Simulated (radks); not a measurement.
Si III, 12 electrons, occupied as [Ne] 3s2.

Method: Dirac Kohn-Sham, RPBE, spin-unpolarised, spherical densities, finite nucleus; Fermi nuclear charge, rms radius 3.1224 fm; computed with a radial shooting solver on a logarithmic mesh with Libxc functionals.

Energy parts (eV):
part                      energy
total                  -7866.558
kinetic                 7890.687
electron-nucleus      -18532.340
Hartree                 3326.780
exchange-correlation    -551.686

Orbitals (lengths in bohr, moments of r in powers of bohr; r(max) is where P^2 peaks):
orbital  occ.  eigenvalue (eV)      <r^4>   r(max)     <r>  small-component weight
1s1/2       2        -1808.260  0.0007194  0.07258  0.1112                2.46e-03
2s1/2       2        -160.9499     0.2717   0.4541  0.5664                3.50e-04
2p1/2       2        -117.2862     0.2885   0.3867  0.5344                3.28e-04
2p3/2       4        -116.6370     0.2928   0.3884  0.5366                3.26e-04
3s1/2       2         -28.4674      30.61    1.702   1.958                5.25e-05

The highest occupied level is 3s1/2 at -28.467 eV. The electron density at the nucleus is 1914 e/bohr^3.
